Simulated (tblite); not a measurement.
C₆H₉O₂ (doublet state).
Z-matrix (Å and degrees, GFN2-xTB geometry), rows numbered from 1:
```
C 
C   1  1.5237
C   2  1.5322  1  111.78
O   3  1.4095  2  113.94  1    58.58
C   4  1.4148  3  117.94  2    64.92
C   5  1.4310  4  119.54  3    29.49
C   6  1.2582  5  154.76  4   -13.63
O   7  1.1810  6  168.72  5  -178.01
H   1  1.0876  2  110.60  3   -57.79
H   1  1.0874  2  110.38  3    61.78
H   1  1.0872  2  110.46  3  -178.02
H   2  1.0911  1  110.11  3  -119.74
H   2  1.0925  1  110.00  3   121.78
H   3  1.0926  2  110.07  1   -57.91
H   3  1.0995  2  109.54  1  -177.46
H   5  1.0998  4  104.85  3   153.47
H   5  1.1091  4  109.01  3   -93.83
```

Method: GFN2-xTB as coded in tblite; computed harmonic values from a numerical Hessian at the method's own geometry, unscaled. This tight-binding method is rough: wavenumbers can miss measured ones by several per cent, in bad cases by 10 to 20. One conformer, not necessarily the lowest. Open shells enter through the occupations alone, without spin polarisation, and single modes of such species can be off by tens of per cent.

Harmonic wavenumbers (cm⁻¹): 37.7, 72.9, 85.5, 142.1, 182.9, 203.5, 242.5, 367.5, 410.9, 432.1, 474.5, 588.8, 790.8, 823.3, 844.1, 901.6, 911.6, 968.2, 1031.1, 1104.2, 1111.6, 1132.7, 1161.1, 1237.7, 1251.2, 1274.7, 1332.1, 1338.5, 1364.8, 1415.0, 1453.4, 1487.2, 1495.9, 1503.0, 1541.6, 2240.3, 2738.6, 2872.3, 2879.9, 2970.9, 2983.2, 2993.9, 3037.5, 3040.1, 3044.1.

A = 3281, B = 1206, C = 1021 MHz; mass 113.060 u (most abundant isotopes); point group C1, symmetry number 1; spin multiplicity 2.

Zero-point energy?

Half the sum of the wavenumbers: 29759 cm⁻¹ = 85.08 kcal/mol.

Entropy at 200 K, 1 bar (ideal gas, RRHO, classical rotation)?

Translation 38.13, rotation 27.58, vibration 19.01, spin (R ln 2) 1.38: S = 86.1 cal/(mol K).

And Cp and H(200 K) − H(0)?

Cp = 26.26 cal/(mol K), of which vibrations give 18.31 (their classical limit is 45 R = 89.4); H(200 K) − H(0) = 3.58 kcal/mol without the zero-point energy, 1.99 from vibrations.

Which modes carry the vibrational entropy at 200 K?

37.7 cm⁻¹: 4.59; 72.9 cm⁻¹: 3.29; 85.5 cm⁻¹: 2.98; 142.1 cm⁻¹: 2.03; 182.9 cm⁻¹: 1.58; 203.5 cm⁻¹: 1.40 cal/(mol K); the other 39 give 3.14 together.

Blend soft modes into free rotors: weight 1/[1 + (100 cm⁻¹/ν̃)⁴] for the oscillator and the rest for a rotor with moment μB/(μ + B), μ = h/(8π²ν), B = 10⁻⁴⁴ kg m². What vibrational entropy results?

17.31 cal/(mol K) in place of 19.01, which changes −T·S at 200 K by +0.34 kcal/mol.

How do the functions run with temperature in this model?

```
T (K)  S (cal/(mol K))  Cp (cal/(mol K))  H − H(0) (kcal/mol)  G − H(0) (kcal/mol)  ln q(vib)
  100             70.8              18.6                 1.33                -5.75       1.96
  300             98.2              34.2                 6.59               -22.87       6.98
  500            119.4              49.7                15.03               -44.68      11.54
  800            146.6              65.8                32.55               -84.70      17.98
 1000            162.0              72.8                46.45              -115.60      21.98
```

q(vib) and H(0) count from the zero-point level.

What must be added to the electronic energy to get the Gibbs energy at 200 K and 1 bar?

ZPE + [H(200 K) − H(0)] − T·S = 85.08 + 3.58 − 17.22 = 71.44 kcal/mol.

Hindered rotation and anharmonicity are outside this model. Other conformers, if any are populated, would add a mixing term that is left out. The structure is chiral; the term R ln 2 for an equal mix with its mirror image is left out.
